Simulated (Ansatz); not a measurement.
Program: Ansatz 0.2.0.

CH6BNSi, SMILES `NB1C[SiH2]1` at its PBE0-D4/def2-TZVP geometry, where that method's forces vanish. Charge 0, multiplicity 1.

```csv
atom,x (Å),y (Å),z (Å)
N1,1.717,0.037,-0.846
B2,0.469,-0.046,-0.273
C3,-0.430,0.754,0.720
Si4,-1.271,-0.834,0.090
H5,2.072,-0.651,-1.486
H6,2.356,0.795,-0.660
H7,-0.137,0.798,1.769
H8,-0.845,1.706,0.387
H9,-1.480,-1.910,1.090
H10,-2.450,-0.648,-0.792
```

Problem. For each bond, give half the difference of the two atoms' forces along it (eV/Å; positive pushes the atoms apart) under PBE-D4, r2SCAN-D4, B3LYP-D4, ωB97M-V in def2-TZVPP. (Estimate.)

Solution. The calculation gave: 
```json
{"bond": "N1–B2", "length (Å)": "1.375", "PBE-D4": "0.08", "r2SCAN-D4": "0.13", "B3LYP-D4": "0.06", "ωB97M-V": "0.16"}
{"bond": "N1–H5", "length (Å)": "1.006", "PBE-D4": "0.19", "r2SCAN-D4": "-0.02", "B3LYP-D4": "-0.01", "ωB97M-V": "-0.08"}
{"bond": "N1–H6", "length (Å)": "1.008", "PBE-D4": "0.22", "r2SCAN-D4": "0.00", "B3LYP-D4": "0.00", "ωB97M-V": "-0.09"}
{"bond": "B2–C3", "length (Å)": "1.561", "PBE-D4": "-0.11", "r2SCAN-D4": "-0.07", "B3LYP-D4": "0.03", "ωB97M-V": "0.04"}
{"bond": "B2–Si4", "length (Å)": "1.945", "PBE-D4": "-0.06", "r2SCAN-D4": "-0.05", "B3LYP-D4": "0.05", "ωB97M-V": "0.00"}
{"bond": "C3–Si4", "length (Å)": "1.905", "PBE-D4": "0.11", "r2SCAN-D4": "0.07", "B3LYP-D4": "0.16", "ωB97M-V": "0.07"}
{"bond": "C3–H7", "length (Å)": "1.090", "PBE-D4": "0.11", "r2SCAN-D4": "-0.01", "B3LYP-D4": "-0.07", "ωB97M-V": "-0.07"}
{"bond": "C3–H8", "length (Å)": "1.090", "PBE-D4": "0.11", "r2SCAN-D4": "-0.01", "B3LYP-D4": "-0.07", "ωB97M-V": "-0.07"}
{"bond": "Si4–H9", "length (Å)": "1.484", "PBE-D4": "0.06", "r2SCAN-D4": "-0.02", "B3LYP-D4": "-0.09", "ωB97M-V": "-0.12"}
{"bond": "Si4–H10", "length (Å)": "1.484", "PBE-D4": "0.05", "r2SCAN-D4": "-0.02", "B3LYP-D4": "-0.10", "ωB97M-V": "-0.12"}
```

B3LYP here is the variant with VWN-RPA as its local correlation; programs differ in this.
